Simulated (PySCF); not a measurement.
H₃OSi, SMILES [SiH3][O], multiplicity 2. Atoms are numbered in the order given.

```xyz
5

O      1.1836    -0.0267     0.0000
Si    -0.4742    -0.0013     0.0000
H     -0.7218     1.4692     0.0000
H     -1.0542    -0.6187    -1.2149
H     -1.0542    -0.6187     1.2149
```
Charge 0, spin multiplicity 2.

Geometry: B3LYP-D3(BJ)/def2-TZVP. The isomer is the one that the SMILES or the coordinates give; other isomers of the formula were not compared.

The numbers are results of PBE/pcH-1 in PySCF, not measurements.

Unrestricted Kohn–Sham, ⟨S²⟩ = 0.753. Hyperfine tensors hold the contact and dipolar terms, without spin-orbit corrections.

Question: Estimate the hyperfine couplings. (The exact figures need the calculation; the answer reports its results.)

Answer: 
```tsv
nucleus	A(iso) (MHz)	A(iso) (G)	dipolar principal values (MHz)
17O no. 1	-19.0	-6.8	-247.2, 123.3, 123.9
29Si no. 2	55.7	19.9	-1.5, 0.5, 1.0
1H no. 3	249.3	88.9	-5.6, -0.3, 5.8
1H no. 4	42.1	15.0	-3.8, -2.4, 6.2
1H no. 5	42.1	15.0	-3.8, -2.4, 6.2
```

Question: And the g tensor (effective nuclear charges for spin-orbit coupling, GIAO)? (The exact figures need the calculation; the answer reports its results.)

Answer: principal values 2.0022, 2.0139, 2.0421; isotropic 2.0194.
